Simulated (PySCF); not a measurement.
Compound: C₃H₁₃ClSi₄.
Numbering: `[CH3:1][C@@H:2]1[SiH2:3][SiH2:4][Si@H:5]([CH2:6][Cl:7])[SiH2:8]1`

Structure used (GFN2-xTB), in Å, numbered top down from 1:
```xyz
21
C3H13ClSi4 angstrom
C     -1.6394    1.4229   -0.5410
C     -1.6372   -0.1040   -0.6231
Si    -1.7366   -0.8375    1.1520
Si     0.4393   -0.7044    1.9724
Si     1.6201   -0.7960   -0.0533
C      2.8710    0.6562   -0.2360
Cl     2.0212    2.2118   -0.0259
Si    -0.1073   -0.7035   -1.6230
H     -0.7661    1.7880   -0.0031
H     -1.6272    1.8696   -1.5346
H     -2.5260    1.7880   -0.0235
H     -2.5370   -0.4058   -1.1672
H     -2.7952   -0.1233    1.8804
H     -2.2073   -2.2270    1.0357
H      0.7033    0.4960    2.7768
H      0.7653   -1.8094    2.8850
H      2.5210   -1.9547   -0.2315
H      3.3443    0.6938   -1.2149
H      3.6531    0.6301    0.5196
H      0.0494    0.1675   -2.7960
H     -0.4176   -2.0414   -2.1495
```

NICS is the negative of the GIAO shielding at a point without a nucleus: at the ring centre (0) and 1 Å above and below it (1); zz is the component along the ring normal. Level: GIAO PBE0/pcSseg-1 (PySCF, non-relativistic, gas phase) on the GFN2-xTB geometry, one conformer.

Ring bond lengths (Å), with Mayer bond orders in brackets: C2–Si3 1.923 (0.89), Si3–Si4 2.329 (0.89), Si4–Si5 2.347 (0.86), Si5–Si8 2.336 (0.86), Si8–C2 1.923 (0.89).

Problem. Give the NICS values of each ring in ppm.

Solution. 
```tsv
ring	type	NICS(0)	NICS(1), two faces	NICS(1)zz, two faces	rms pucker (Å)	centre to ring atoms, mean (Å)
C2–Si3–Si4–Si5–Si8	5-membered ring with 4 Si; formal bonds all single	-3.7	-3.3 / -2.9	-0.8 / 0.2	0.22	1.82
```

Problem. What do they say, and how far can they be read as aromaticity?

Solution. 
- C2–Si3–Si4–Si5–Si8: mean NICS(1)zz -0.3 ppm, near zero. C2, Si3, Si4, Si5, Si8 have four or more neighbours, and the NICS criterion for π rings isn't applied.

Problem. Give the inner angles of the rings and the Hirshfeld charges of the ring atoms.

Solution. 
- C2–Si3–Si4–Si5–Si8: C2 113.7° (-0.188 e), Si3 104.8° (+0.235 e), Si4 99.4° (+0.139 e), Si5 101.9° (+0.175 e), Si8 104.5° (+0.231 e); sum 524.4° against 540° for a flat convex ring.

Problem. What are the shieldings of the ring atoms and their hydrogens in the same run (means over atoms taken as equivalent)?

Solution. 
| atoms | environment | σ isotropic (ppm) | principal values of the symmetric part, first atom (ppm) |
| --- | --- | --- | --- |
| C2 | sp3 carbon bound to silicon | 184.6 | 178.1, 180.3, 195.5 |
| Si3 | SiH2 silicon | 406.1 | 350.2, 395.1, 473.0 |
| Si4 | SiH2 silicon | 476.0 | 457.2, 469.4, 501.4 |
| Si5 | SiH silicon | 410.4 | 353.9, 421.6, 455.7 |
| Si8 | SiH2 silicon | 407.3 | 356.8, 394.0, 471.2 |
| H12 | methine hydrogen | 30.64 | 26.2, 26.5, 39.3 |
| H13 | Si–H hydrogen | 27.63 | 23.7, 25.2, 34.0 |
| H14 | Si–H hydrogen | 27.63 | 23.7, 24.9, 34.2 |
| H15 | Si–H hydrogen | 28.06 | 24.1, 26.3, 33.8 |
| H16 | Si–H hydrogen | 28.34 | 24.2, 25.1, 35.7 |
| H17 | Si–H hydrogen | 27.31 | 23.2, 24.7, 34.0 |
| H20 | Si–H hydrogen | 27.69 | 24.4, 25.2, 33.5 |
| H21 | Si–H hydrogen | 27.63 | 23.6, 25.0, 34.3 |
